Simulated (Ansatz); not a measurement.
CH₅FS₂Si, SMILES C[Si](F)(S)S.

Coordinates come from a PBE0-D3(BJ)/def2-SVP optimisation. The structure was generated by enumeration, and PubChem lists no compound with its InChIKey, so it may never have been made. One conformer was computed; it need not be the lowest.

Two levels are set side by side: PBE/def2-SVPD (Ansatz, a program for electronic structure) and PBE0/def2-SVPD (Ansatz). Energy differences of separate SCF runs at the same geometry; the states with an electron removed or added have multiplicity 2 and 2. Differences are taken from unrounded values.

```tsv
quantity	PBE0
vertical ionisation energy (eV)	9.66
vertical singlet–triplet gap (eV)	5.67
```

Task: What does PBE give, and how far is it from PBE0? (An estimate is asked for; the answer gives what the named calculation found.)

Result: 
```json
[
 {"quantity": "vertical ionisation energy (eV)", "PBE": "9.31", "PBE minus PBE0": "-0.35"},
 {"quantity": "vertical singlet–triplet gap (eV)", "PBE": "5.26", "PBE minus PBE0": "-0.41"}
]
```
